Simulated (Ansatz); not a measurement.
Cost and result for the atomization energy of C3H9ClS3Sn (`C[S][Sn]([Cl])([S]C)[S]C`) (17 atoms, 16 bonds).

Cartesian coordinates in Å:
```
C -1.0669 -0.8080 -1.9910
S -0.7968 -1.5317 -0.3434
Sn 0.3629 0.3141 0.6284
Cl 0.8053 -0.4495 2.7924
S -0.9918 2.2636 0.7031
C -2.3910 1.5667 1.6346
S 2.3930 0.7770 -0.5145
C 3.1543 -0.8681 -0.3562
H -1.6760 0.0938 -1.9327
H -0.1219 -0.5859 -2.4863
H -1.6022 -1.5605 -2.5701
H -3.1534 2.3452 1.6600
H -2.7978 0.6855 1.1391
H -2.0966 1.3212 2.6540
H 3.3950 -1.0875 0.6830
H 4.0759 -0.8307 -0.9370
H 2.5078 -1.6450 -0.7636
```

Charge 0, multiplicity 1. Correlated methods include outer-core shells of Sn, which these sets cover unevenly. Sn takes the def2 core potential. Geometry: relaxed with PBE0-D4/def2-TZVP. It is one conformer, not always the lowest. Program: Ansatz. All runs use 4 threads of an AMD EPYC 7R13 on a shared host and a share of an NVIDIA H100 80 GB. Times are those of one run each, without the atoms' runs, and a repeat can differ threefold. Electronic energies, without spin–orbit coupling; frozen cores. CCSD(T)/CBS adds CCSD(T) − MP2 in def2-TZVPP to the MP2 limit, and its time is that of the two runs behind it. T1 = 0.012. With those shells the extrapolation isn't a true limit. B3LYP takes the VWN-RPA correlation (the form of Gaussian; ORCA's B3LYP/G). HSE06 is the plane-wave form, built on full-range PBE exchange.

CCSD(T)/CBS is a level of theory with its own doubt, some kJ/mol a heavy atom from the limit and from the frozen cores, so smaller differences don't rank the functionals.

```tsv
level	functions	wall time
BLYP-D4/def2-TZVPP	437	2.3 s
PBE0-D4/def2-TZVPP	437	2.5 s
CCSD(T)/def2-SVP	185	2.6 s
r2SCANh-D4/def2-TZVPP	437	2.6 s
HSE06-D4/def2-TZVPP	437	3 s
B3LYP-D4/def2-TZVPP (with forces)	437	3.3 s
CAM-B3LYP-D4/def2-TZVPP	437	3.3 s
PBE-QIDH/def2-TZVPP	437	3.3 s
ωB97X-V/def2-TZVPP	437	3.5 s
ωB97M-V/def2-TZVPP (with forces)	437	4.5 s
MP2/def2-QZVPP	803	6 s
CCSD(T)/def2-TZVPP	437	32 s
CCSD(T)/CBS(def2)	–	38 s
```

(1) What atomization energy does each give, and how far from CCSD(T)/CBS? (Best estimate.)

Answers

(1) The calculation gave: 
```
                            level  atomization (kJ/mol)  difference from CCSD(T)/CBS  per bond
               BLYP-D4/def2-TZVPP                5839.2                        -71.0      -4.4
               PBE0-D4/def2-TZVPP                5922.1                         11.9       0.7
                 CCSD(T)/def2-SVP                5486.0                       -424.2     -26.5
            r2SCANh-D4/def2-TZVPP                5883.8                        -26.4      -1.7
              HSE06-D4/def2-TZVPP                5925.8                         15.6       1.0
B3LYP-D4/def2-TZVPP (with forces)                5862.2                        -48.0      -3.0
          CAM-B3LYP-D4/def2-TZVPP                5859.1                        -51.1      -3.2
              PBE-QIDH/def2-TZVPP                5862.7                        -47.5      -3.0
               ωB97X-V/def2-TZVPP                5919.5                          9.3       0.6
 ωB97M-V/def2-TZVPP (with forces)                5912.7                          2.5       0.2
                   MP2/def2-QZVPP                5914.0                          3.8       0.2
               CCSD(T)/def2-TZVPP                5721.0                       -189.2     -11.8
                CCSD(T)/CBS(def2)                5910.2                          0.0       0.0
```

From r2SCAN to r2SCAN0 (25 % exact exchange), in def2-TZVPP and without D4, the atomization energy moves by −82.8 kJ/mol: exact exchange takes away binding that semilocal exchange gives to molecules. Leaving LDA and LC-ωPBE aside and taking each functional with its dispersion term where it has one, the values, not all of them listed here, spread over 285.2 kJ/mol, from BHLYP-D4 to PBE-D4. LDA lies +796.9 kJ/mol from PBE without D4, its usual overbinding. In def2-TZVPP, CCSD(T) changes the Hartree–Fock value by +1482.3 kJ/mol (the triples alone add +107.6 kJ/mol) and MP2 by +1564.2 kJ/mol; breaking electron pairs costs correlation energy, which Hartree–Fock lacks.

Spin–orbit coupling would lower the free Sn atoms strongly, and the atomization energy with them, by more than many differences here. For some Ge, Se and Sn compounds the MP2-based and the directly extrapolated limit differ by 10 to 25 kJ/mol.
